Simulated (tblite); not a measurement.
Parent: `[CH3:1][C@H:2]([F:3])/[CH:4]=[CH:5]/[CH2:6][F:7]` with C1–C2–C4–C5 117°, C4–C5–C6–F7 1°, C5H8F2.

Computed geometry: GFN2-xTB, gas phase. One conformer each, not checked by frequencies here.

```
coordinate of the parent    value
                   C1–C2  1.525 Å
                   C2–F3  1.384 Å
                   C2–C4  1.498 Å
                   C4=C5  1.322 Å
                   C5–C6  1.493 Å
                   C6–F7  1.372 Å
                C1–C2–F3   108.7°
                C1–C2–C4   111.7°
                F3–C2–C4   110.5°
                C2–C4–C5   124.7°
                C4–C5–C6   124.4°
                C5–C6–F7   112.2°
```

Q: How does the shared frame change in `[CH3:1][C@@H:2]([F:3])/[CH:4]=[CH:5]/[CH:6]([F:7])[F:8]` with C1–C2–C4–C5 -115°, C4–C5–C6–F7 -120°, C5H7F3? Atoms pair as C1 = C1, C2 = C2, F3 = F3, C4 = C4, C5 = C5, C6 = C6, F7 = F8 (parent first).

A: 
```csv
parent,relative,value in the relative,change
C1–C2,C1–C2,1.525 Å,0.000
C2–F3,C2–F3,1.381 Å,-0.003
C2–C4,C2–C4,1.497 Å,-0.001
C4=C5,C4=C5,1.322 Å,0.000
C5–C6,C5–C6,1.497 Å,+0.004
C6–F7,C6–F8,1.355 Å,-0.017
C1–C2–F3,C1–C2–F3,108.9°,+0.2
C1–C2–C4,C1–C2–C4,111.6°,-0.1
F3–C2–C4,F3–C2–C4,110.5°,0.0
C2–C4–C5,C2–C4–C5,124.5°,-0.2
C4–C5–C6,C4–C5–C6,123.6°,-0.8
C5–C6–F7,C5–C6–F8,112.4°,+0.2
```

Of the parent's bonds, C6–F7 changes most (-0.017 Å). Bonds of the relative outside the shared frame: C6–F7 1.360 Å. Point group C1 → C1.
